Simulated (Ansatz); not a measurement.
Input file for C3H7FSn, SMILES `C=[C](F)[SnH2][CH3]`:

```yaml
crystal:
  periodic: [false, false, false]
  atoms:
    - {symbol: C, position_ang: [-1.330157, 1.374356, 0.776620]}
    - {symbol: C, position_ang: [-0.894402, 1.173253, -0.455821]}
    - {symbol: F, position_ang: [-1.352236, 1.967914, -1.449603]}
    - {symbol: Sn, position_ang: [0.509813, -0.331149, -1.069157]}
    - {symbol: C, position_ang: [1.063979, -1.418919, 0.683235]}
    - {symbol: H, position_ang: [-2.043369, 2.158996, 1.007685]}
    - {symbol: H, position_ang: [-0.973478, 0.746923, 1.582825]}
    - {symbol: H, position_ang: [-0.243453, -1.340264, -2.223372]}
    - {symbol: H, position_ang: [1.856552, 0.440636, -1.782243]}
    - {symbol: H, position_ang: [1.521050, -0.746015, 1.408936]}
    - {symbol: H, position_ang: [1.780007, -2.199844, 0.427286]}
    - {symbol: H, position_ang: [0.182495, -1.881287, 1.127710]}
basis:
  gaussian: {orbitals: def2-TZVPP}
correlation: {method: ccsd_t}
```

```sh
$ ansatz run in.yaml --threads 4 --pin off --events-out ev --progress --plain --max-ram 10444MiB
```

Output of Ansatz, abridged:

```
Functional definition: HF
1782 factors; integrals over basis functions are off by at most 9.2e-4 eV
mean field evaluation 1: about -11710.5986 eV, gradient 3.8e1 eV
mean field evaluation 2: about -11710.8278 eV, gradient 3.8e1 eV
mean field evaluation 4: about -11714.5273 eV, gradient 4.0e0 eV
mean field evaluation 8: about -11714.5916 eV, gradient 2.9e-1 eV
mean field -11714.59220511 eV, -430.5033231020 hartree, gradient 4.4e-6 eV, S^2 0.000000; 0 other end points of the search recorded, 0 dependent functions left out
8 core orbitals not correlated: weight in the atoms' cores, before any rotation towards them, 1.000 or more for the frozen orbitals, at most 0.000 for the correlated occupied ones
reference -11714.59220511 eV, -430.5033231020 hartree; 20, 20 occupied and 244, 244 virtual orbitals, 1782 factors
second order -29.48968421 eV of doubles, -0.00000000 eV of singles
cycle   1  -29.50269855 eV  change   -1.3e-2 eV  update   1.2e-1
cycle   2  -30.22907164 eV  change   -7.3e-1 eV  update   3.7e-2
cycle   3  -30.38151519 eV  change   -1.5e-1 eV  update   2.0e-2
cycle   4  -30.37190791 eV  change    9.6e-3 eV  update   5.3e-3
cycle   5  -30.36822288 eV  change    3.7e-3 eV  update   2.2e-3
cycle   6  -30.36923747 eV  change   -1.0e-3 eV  update   5.8e-4
cycle   7  -30.36914623 eV  change    9.1e-5 eV  update   2.2e-4
cycle   8  -30.36904782 eV  change    9.8e-5 eV  update   6.7e-5
cycle   9  -30.36906318 eV  change   -1.5e-5 eV  update   2.7e-5
perturbative correction -1.11595195 eV, -0.0410104777 hartree
Total energy: -11746.07722024 eV, -431.6603760667 hartree
```

Run time 9.9 min (4 threads of an AMD EPYC on a shared host); peak host memory 8.2 GiB.

The correlation energy is -31.485 eV, 3.5 % of it from (T); the T1 diagnostic reads 0.0127.
